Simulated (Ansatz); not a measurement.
Consider the ligand exchange at the Si–S bond: `BC[SiH2]S[SiH3]` + HCl → `BC[SiH2]Cl` + `[SiH3]S`.

Calculated with Ansatz (gas phase, PBE0-D4/def2-TZVP geometries, no zero-point term in ΔE). CCSD(T)/CBS is the MP2 limit (def2-TZVPP, def2-QZVPP) plus CCSD(T) − MP2 in def2-TZVPP, frozen cores. This one scheme is used for every species. Functionals use def2-TZVPP. B3LYP here is the variant with VWN-RPA as its local correlation; programs differ in this. One conformer a species, not always the lowest.

`BC[SiH2]S[SiH3]`:

Cartesian coordinates in Å:
```
B 1.663 0.637 -0.006
C 0.921 0.348 -1.339
Si -0.061 -1.179 -0.868
S -0.189 -1.276 1.281
Si -1.590 0.319 1.560
H 1.281 1.492 0.740
H 2.652 0.026 0.280
H 1.576 0.042 -2.159
H 0.236 1.132 -1.668
H -1.424 -1.185 -1.460
H 0.664 -2.416 -1.244
H -1.209 1.058 2.788
H -1.556 1.227 0.386
H -2.963 -0.225 1.709
```

HCl:

Cartesian coordinates in Å:
```
Cl -0.256 0.567 -0.148
H 0.256 -0.567 0.148
```

`BC[SiH2]Cl`:

Cartesian coordinates in Å:
```
B 1.588 0.261 -0.084
C 0.378 -0.670 0.106
Si -1.210 0.321 -0.025
Cl -2.805 -0.953 0.236
H 2.075 0.827 0.851
H 2.026 0.478 -1.177
H 0.321 -1.129 1.098
H 0.276 -1.433 -0.673
H -1.355 0.942 -1.362
H -1.293 1.356 1.031
```

`[SiH3]S`:

Cartesian coordinates in Å:
```
Si 0.391 0.341 -0.099
S -1.032 -0.729 1.084
H 1.349 -0.577 -0.766
H 1.109 1.209 0.864
H -0.274 1.173 -1.133
H -1.542 -1.417 0.049
```

Problem. Is it downhill or uphill in electronic energy at CCSD(T)/CBS, and by how much? (An estimate is asked.)

Solution. Ansatz gave: Downhill: ΔE = -0.31 eV.

Problem. What do these levels give: PBE-D4, r2SCAN-D4, PBE0-D4, ωB97M-V, PBE0, B3LYP, HF/def2-TZVPP, MP2/def2-TZVPP, SCS-MP2/def2-TZVPP, CCSD/def2-TZVPP, HF/CBS(def2), CCSD/CBS(def2)? (Estimate.)

Solution. The calculation gave: PBE-D4 -0.23, r2SCAN-D4 -0.31, PBE0-D4 -0.26, ωB97M-V -0.33, PBE0 -0.36, B3LYP -0.52, HF/def2-TZVPP -0.66, MP2/def2-TZVPP -0.29, SCS-MP2/def2-TZVPP -0.36, CCSD/def2-TZVPP -0.37, HF/CBS(def2) -0.66, CCSD/CBS(def2) -0.37 eV.

Largest T1 diagnostic among the species: 0.012.

In def2-TZVPP, CCSD(T) changes the Hartree–Fock value by +0.34 eV (the triples alone add +0.06 eV) and MP2 by +0.37 eV. The D4 term adds +0.18 eV with B3LYP and +0.10 eV with PBE0; it sums over pairs of atoms, weighted by their polarisabilities, and B3LYP, whose exchange is more repulsive, gets the larger term.
